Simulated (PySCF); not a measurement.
Compound: C7H10N (doublet state).
Atom-mapped SMILES: `[CH3:1][C:2]1=[CH:3][C:4]=[CH:5][C@@H:6]1[CH2:7][NH2:8]` (hydrogens: H9, H10, H11 on C1; H12 on C3; H13 on C5; H14 on C6; H15, H16 on C7; H17, H18 on N8)

Structure used (GFN2-xTB), in Å, numbered top down from 1:
```
atom  x, y, z in Å
C1    -1.3906   -1.3753    0.2696
C2    -1.0700    0.0257   -0.1024
C3    -1.8148    0.8881   -0.8164
C4    -1.0980    2.1329   -0.8902
C5     0.0628    2.0998   -0.2606
C6     0.2158    0.7021    0.3220
C7     1.4811    0.0172   -0.2084
N8     1.6762   -1.2765    0.4264
H9    -1.5917   -1.4443    1.3395
H10   -0.5368   -2.0149    0.0525
H11   -2.2665   -1.7275   -0.2697
H12   -2.7759    0.7046   -1.2595
H13    0.8083    2.8621   -0.1508
H14    0.2742    0.7592    1.4142
H15    1.3685   -0.1503   -1.2832
H16    2.3317    0.7035   -0.0575
H17    2.4910   -1.7392    0.0392
H18    1.8258   -1.1609    1.4237
```

The hyperfine couplings belong to this conformer and change with its torsions.

Computed, not measured: UKS B3LYP, pcH-1 on C H N, non-relativistic, mean-field spin-orbit, GIAO (PySCF). The structure is a single GFN2-xTB conformer in the gas phase; no vibrational or solvent corrections. The geometry wasn't refined by DFT: couplings that depend on bond lengths, twists or pyramidal angles can differ widely from those at the functional's own minimum. Stability of the SCF solution: not tested.

Q: The isotropic 13C couplings are +418.5, +59.1, +47.8, +44.8, +20.3, +2.6, -2.5 MHz. Assign them to C1; C2; C3; C4; C5; C6; C7.

A: 
```csv
site,a_iso (MHz),ρ(0) (bohr⁻³),position,distance from C4 (Å),spin population,largest |T| (MHz)
C1,+2.6,+0.0023,3 bonds from C4,3.71,0.00,2.2
C2,+47.8,+0.0425,2 bonds from C4,2.25,+0.05,4.8
C3,+44.8,+0.0399,1 bond from C4,1.44,-0.03,15.7
C4,+418.5,+0.3723,largest spin population,0.00,+1.00,138.5
C5,+20.3,+0.0181,1 bond from C4,1.32,-0.13,22.7
C6,+59.1,+0.0525,2 bonds from C4,2.29,+0.08,14.1
C7,-2.5,-0.0022,3 bonds from C4,3.40,0.00,1.0
```

ρ(0) is the spin density at the nucleus and T the dipolar tensor; entries for several nuclei are means. The largest Mulliken spin populations are on C4 (+1.00), C5 (-0.13) and C6 (+0.08). No atom but C4 exceeds +0.15. The positive populations add up to 1.16 and the negative ones to -0.16, together 2S = 1.

Nuclei that the bonding pattern makes equivalent are averaged, as if the motion that swaps them (rotation, inversion, ring flip) were fast.
